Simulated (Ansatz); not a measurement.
Spectroscopic constants of OsF, multiplicity 6 (an upper state: multiplicity 4 came lower at CCSD(T)/def2-TZVPP on PBE0 minima). No spin–orbit coupling.

Constants: fifth-degree fit in 1/R to seven points, most abundant isotopes. In def2 and cc sets the state is the lowest found near the PBE0 minimum, followed along R.

Correlated levels freeze the inner cores; with def2 sets outer-core shells near the valence are correlated too.

Codes used: Ansatz (Gaussian orbitals). Each number belongs to the level named beside it. In def2 rows elements past Kr take small-core potentials, without spin–orbit coupling.

```csv
level,r_e (Å),ω_e (cm⁻¹),ω_e x_e (cm⁻¹),dipole (D)
PBE/def2-TZVPP,1.963,(withheld),2.7,1.45
PBE0/def2-TZVPP,1.945,570,2.6,1.78
wB97X-V/def2-TZVPP,1.945,576,2.5,1.70
CCSD/def2-TZVPP,1.947,584,2.5,-
CCSD(T)/def2-TZVPP,(withheld),(withheld),2.5,-
```

Problem. Complete the blanks.

Solution. 
- CCSD(T)/def2-TZVPP, r_e (Å): 1.946
- CCSD(T)/def2-TZVPP, ω_e (cm⁻¹): 585
- PBE/def2-TZVPP, ω_e (cm⁻¹): 544

Ansatz is a quantum-chemistry and plane-wave program.
